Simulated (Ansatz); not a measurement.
System: sum formula SiHBr2 (charge -1, singlet). It need not be the lowest isomer of its formula. Whether it binds its extra electron was not tested at this geometry. 
Structure (B3LYP-D3(BJ)/def2-TZVP (Ansatz, an electronic-structure program) minimum search):
SMILES: Br[SiH-]Br
```xyz
4

Si     0.0073    -1.2210     0.3748
Br    -1.8831     0.2691    -0.0225
Br     1.8808     0.2687    -0.0969
H     -0.0213    -1.7289    -1.0669
```
Charge -1, spin multiplicity 1.

Basis-set convergence of Hartree-Fock and CCSD correlation energies (hartree) with Ansatz. Correlated levels leave the core frozen unless marked. Spin-orbit coupling is left out. The frozen core is the preceding noble-gas configuration, with the filled d and f shells of earlier blocks. No relativistic terms.

```json
[
 {"basis": "def2-SVPD", "functions": "114", "E(HF)": "-5433.75314", "E(corr, CCSD)": "-0.39178"},
 {"basis": "def2-TZVPPD", "functions": "179", "E(HF)": "-5434.47775", "E(corr, CCSD)": "-0.48962"},
 {"basis": "def2-QZVPPD", "functions": "305", "E(HF)": "-5434.58378", "E(corr, CCSD)": "-0.53138"}
]
```

Extrapolating the two largest sets (X = 3 and 4) as X^-3: E(corr) = (64·(-0.53138) - 27·(-0.48962))/37 = -0.5619 Eh, an estimate of the basis-set limit. The largest set recovers 94.6 % of it, the smallest 69.7 %.
